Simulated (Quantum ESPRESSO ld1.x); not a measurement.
Results of a calculation; reference values are marked as such.
Question: Species: Pt II. Configuration: [Xe] 4f13.5 5d9 6s0.5 (fractional occupations, a model configuration). Code: ld1.x of Quantum ESPRESSO 7.5. Model: scalar-relativistic Kohn-Sham, PBE, spin-unpolarised, spherical densities, point nucleus. Some entries of the table are withheld. Estimate them.

orbital  occ.  eigenvalue (Ry)  <1/r> (bohr^-1)
1s          2         -5766.33            94.02
2s          2         -1013.96            22.03
2p          6         -878.758            19.66
3s          2         -239.147            8.165
3p          6         -199.783            7.464
3d         10              (1)            7.031
4s          2         -52.3008            3.497
4p          6         -39.3760            3.163
4d         10         -23.6942            2.833
5s          2              (2)              (3)
4f       13.5         -6.27081            2.407
5p          6         -4.93934            1.212
5d          9         -1.17282           0.8293
6s        0.5         -0.99096           0.4770

Answer: 
(1) 3d eigenvalue (Ry): -157.135
(2) 5s eigenvalue (Ry): -8.35065
(3) 5s <1/r> (bohr^-1): 1.429
